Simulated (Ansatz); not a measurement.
Ligand exchange: Hf(CH3)Cl3 + BiCl3 → HfCl4 + Bi(CH3)Cl2

Species: Hf(CH3)Cl3, singlet; BiCl3 (bismuth trichloride) `[Cl][Bi]([Cl])[Cl]`, singlet; HfCl4 (hafnium tetrachloride) `[Cl][Hf]([Cl])([Cl])[Cl]`, singlet; Bi(CH3)Cl2, singlet. The partners trade CH3 for Cl: Hf–CH3 and Bi–Cl bonds give way to Hf–Cl and Bi–CH3.

Shapes, held fixed at every level: PBE0-D4/def2-TZVP. Programs: Ansatz 0.2.0. The zero-point and thermal change to 298 K, harmonic and unscaled (PBE0-D4/def2-TZVP), is +3.8 kJ/mol.

```json
{"level": "HF/def2-TZVPP", "kind": "Hartree–Fock", "ΔH(298 K) (kJ/mol)": "-93.8", "less CCSD(T)/def2-TZVPP": "+1.4", "CPU time (sum over the molecules)": "–"}
{"level": "r2SCAN-D4/def2-TZVPP", "kind": "meta-GGA", "ΔH(298 K) (kJ/mol)": "-82.2", "less CCSD(T)/def2-TZVPP": "+13.0", "CPU time (sum over the molecules)": "90 s"}
{"level": "B3LYP-D4/def2-TZVPP", "kind": "global hybrid", "ΔH(298 K) (kJ/mol)": "-80.5", "less CCSD(T)/def2-TZVPP": "+14.7", "CPU time (sum over the molecules)": "86 s"}
{"level": "BHLYP-D4/def2-TZVPP", "kind": "global hybrid", "ΔH(298 K) (kJ/mol)": "-86.6", "less CCSD(T)/def2-TZVPP": "+8.6", "CPU time (sum over the molecules)": "60 s"}
{"level": "PBE0-D4/def2-TZVPP", "kind": "global hybrid", "ΔH(298 K) (kJ/mol)": "-83.5", "less CCSD(T)/def2-TZVPP": "+11.7", "CPU time (sum over the molecules)": "58 s"}
{"level": "wB97X-V/def2-TZVPP", "kind": "range-separated hybrid", "ΔH(298 K) (kJ/mol)": "-87.0", "less CCSD(T)/def2-TZVPP": "+8.2", "CPU time (sum over the molecules)": "2.3 min"}
{"level": "MP2/def2-SVP", "kind": "perturbation theory", "ΔH(298 K) (kJ/mol)": "-101.8", "less CCSD(T)/def2-TZVPP": "-6.6", "CPU time (sum over the molecules)": "–"}
{"level": "CCSD(T)/def2-TZVPP", "kind": "coupled cluster or CI", "ΔH(298 K) (kJ/mol)": "-95.2", "less CCSD(T)/def2-TZVPP": "0.0", "CPU time (sum over the molecules)": "23 min"}
```

The highest level, CCSD(T)/def2-TZVPP, gives ΔH(298 K) = -95.2 kJ/mol; the levels span -101.8 to -80.5. The column of differences is taken from that level and isn't an error. No measured value is set beside it here. For atoms past krypton def2 sets carry core potentials with scalar relativity. Outer-core shells of Bi, Hf are correlated, in sets that cover them unevenly. Times are processor times on shared x86 and Arm servers, and rough.
